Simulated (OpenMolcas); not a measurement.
A calculation on Si²⁺.

- Program: OpenMolcas 26.06
- Method: CASSCF
- Basis: ANO-RCC-VTZP [5s4p2d1f]
- Scalar Hamiltonian: DKH2, point nucleus
- Active space: 2 electrons in 4 orbitals (3s 3p)
- State averaging: 2S+1 = 3 even, 3 roots; 2S+1 = 1 even, 7 roots; 2S+1 = 3 odd, 3 roots; 2S+1 = 1 odd, 3 roots
- Spin-orbit coupling: RASSI with atomic mean-field integrals over the reference wave functions, term energies averaged over their components

Which level of the active space comes out lowest?

3s2 1S0, with 100 % of that term; it is also the measured ground level.

How high does 3p2 3P2 lie?

16.0892 eV above the lowest level; measured 16.1304 eV above the ground level, so the calculation is off by 0 %.

How high does 3p2 1S0 lie?

20.5030 eV above the lowest level; measured 19.0247 eV above the ground level, so the calculation is off by +8 %.

How high does 3s 3p 3P* 1 lie?

6.4186 eV above the lowest level; measured 6.5530 eV above the ground level, so the calculation is off by -2 %.

Measured values: NIST levels in Kelleher and Podobedova, J. Phys. Chem. Ref. Data 37, 1285 (2008).

The ¹D term of p² mixes with s d, which this space lacks. Computed and measured levels are paired by configuration, term and J; levels that our copy of the source lacks, or whose pairing is in doubt (as where it misses far off the trend of its configuration), stay unpaired and out of the deviations. Levels of configurations outside the active space are missing.

* marks odd parity.
